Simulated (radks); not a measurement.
Ce, configuration [Kr] 4d10 4f1 5s2 5p5 5d1 6s2 6d1 (not the ground configuration). Method: Dirac Kohn-Sham, exchange-only PBE, spin-unpolarised, spherical densities, point nucleus; open shells fill j = l - 1/2 first; computed with a radial shooting solver on a logarithmic mesh with Libxc functionals.

Normalised radial functions P(r) = r R(r) (large component), r in bohr:

| r | 5d3/2 | 5d5/2 | 6d3/2 |
|---|---|---|---|
| 0.001715 | 0.0000 | 0.0000 | 0.0000 |
| 0.002862 | 0.0000 | 0.0000 | 0.0000 |
| 0.004738 | 0.0001 | 0.0001 | 0.0000 |
| 0.007905 | 0.0006 | 0.0004 | 0.0001 |
| 0.01319 | 0.0021 | 0.0017 | 0.0004 |
| 0.02201 | 0.0076 | 0.0067 | 0.0016 |
| 0.03644 | 0.0252 | 0.0231 | 0.0051 |
| 0.0608 | 0.0722 | 0.0682 | 0.0147 |
| 0.1014 | 0.1573 | 0.1520 | 0.0319 |
| 0.1679 | 0.2048 | 0.2033 | 0.0415 |
| 0.2802 | 0.0326 | 0.0405 | 0.0064 |
| 0.4676 | -0.2860 | -0.2777 | -0.0580 |
| 0.7802 | -0.1618 | -0.1714 | -0.0307 |
| 1.291 | 0.4233 | 0.4042 | 0.0878 |
| 2.155 | 0.6871 | 0.6826 | 0.1123 |
| 3.596 | 0.4024 | 0.4115 | -0.0461 |
| 5.952 | 0.0967 | 0.1027 | -0.2516 |
| 9.932 | 0.0064 | 0.0072 | -0.3097 |
| 16.57 | 0.0001 | 0.0001 | -0.1795 |
| 27.65 | 0.0000 | 0.0000 | -0.0399 |

5d3/2: eigenvalue -7.361 eV, 2 radial nodes at r = 0.295, 0.911 bohr, <r> = 2.53 bohr, 90 % of the charge inside 3.87 bohr. 5d5/2 (empty): eigenvalue -7.090 eV, 2 radial nodes at r = 0.299, 0.923 bohr, <r> = 2.57 bohr, 90 % of the charge inside 3.94 bohr. 6d3/2: eigenvalue -0.450 eV, 3 radial nodes at r = 0.295, 0.899, 3.21 bohr, <r> = 11.2 bohr, 90 % of the charge inside 17.5 bohr.
